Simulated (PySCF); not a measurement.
**How methods differ on the ionisation energy of C⁺**

C⁺ [He] 2s2 2p1 (2P) → C²⁺ [He] 2s2 (1S), as a difference of total energies. All numbers are calculated (PySCF 2.14, no relativity, point nucleus, in 6-31G*). Correlated levels: valence: 1s2 frozen. The calculations carry no spin-orbit coupling.

```
           method  ionisation energy (eV)  error (eV)
              UHF                  24.203      -0.175
              PBE                  24.912      +0.534
              LDA                  24.802      +0.424
    MP2 (valence)                  24.265      -0.113
SCS-MP2 (valence)                  24.219      -0.159
   CCSD (valence)                  24.063      -0.315
CCSD(T) (valence)                  24.083      -0.295
```

Reference: 24.378 eV (measured; NIST levels, between the centres of gravity of the two terms).

Errors of the correlated levels include the incompleteness of this basis and the frozen core.

The coupled-cluster amplitudes are large for C²⁺ (T1 above 0.03 or a double amplitude above 0.15), so a single reference is strained.
